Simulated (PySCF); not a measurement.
Radial density of Ti (titanium, neutral)

LDA, [Ar] 3d2 4s2, high-spin 3F determinant. Calculation: PySCF 2.14, in aug-cc-pVDZ (7s6p4d2f, 59 functions); the non-relativistic Hamiltonian (point nucleus).

```json
{"r (bohr)": "0.00124", "4πr²ρ (e/bohr)": "0.1308", "4πr²(ρα − ρβ)": "0.0000"}
{"r (bohr)": "0.00209", "4πr²ρ (e/bohr)": "0.3565", "4πr²(ρα − ρβ)": "0.0000"}
{"r (bohr)": "0.00351", "4πr²ρ (e/bohr)": "0.9475", "4πr²(ρα − ρβ)": "0.0001"}
{"r (bohr)": "0.00591", "4πr²ρ (e/bohr)": "2.412", "4πr²(ρα − ρβ)": "0.0001"}
{"r (bohr)": "0.00994", "4πr²ρ (e/bohr)": "5.719", "4πr²(ρα − ρβ)": "0.0003"}
{"r (bohr)": "0.0167", "4πr²ρ (e/bohr)": "12.03", "4πr²(ρα − ρβ)": "0.0006"}
{"r (bohr)": "0.0281", "4πr²ρ (e/bohr)": "20.73", "4πr²(ρα − ρβ)": "0.0010"}
{"r (bohr)": "0.0473", "4πr²ρ (e/bohr)": "26.02", "4πr²(ρα − ρβ)": "0.0010"}
{"r (bohr)": "0.0795", "4πr²ρ (e/bohr)": "21.90", "4πr²(ρα − ρβ)": "0.0009"}
{"r (bohr)": "0.134", "4πr²ρ (e/bohr)": "20.60", "4πr²(ρα − ρβ)": "0.0087"}
{"r (bohr)": "0.225", "4πr²ρ (e/bohr)": "27.99", "4πr²(ρα − ρβ)": "0.0629"}
{"r (bohr)": "0.379", "4πr²ρ (e/bohr)": "15.87", "4πr²(ρα − ρβ)": "0.3130"}
{"r (bohr)": "0.637", "4πr²ρ (e/bohr)": "8.235", "4πr²(ρα − ρβ)": "0.9221"}
{"r (bohr)": "1.07", "4πr²ρ (e/bohr)": "9.133", "4πr²(ρα − ρβ)": "1.2386"}
{"r (bohr)": "1.80", "4πr²ρ (e/bohr)": "2.472", "4πr²(ρα − ρβ)": "0.7175"}
{"r (bohr)": "3.03", "4πr²ρ (e/bohr)": "0.8727", "4πr²(ρα − ρβ)": "0.1713"}
{"r (bohr)": "5.10", "4πr²ρ (e/bohr)": "0.2398", "4πr²(ρα − ρβ)": "0.0006"}
{"r (bohr)": "8.57", "4πr²ρ (e/bohr)": "0.008905", "4πr²(ρα − ρβ)": "-0.0013"}
{"r (bohr)": "14.4", "4πr²ρ (e/bohr)": "2.483e-05", "4πr²(ρα − ρβ)": "0.0000"}
```
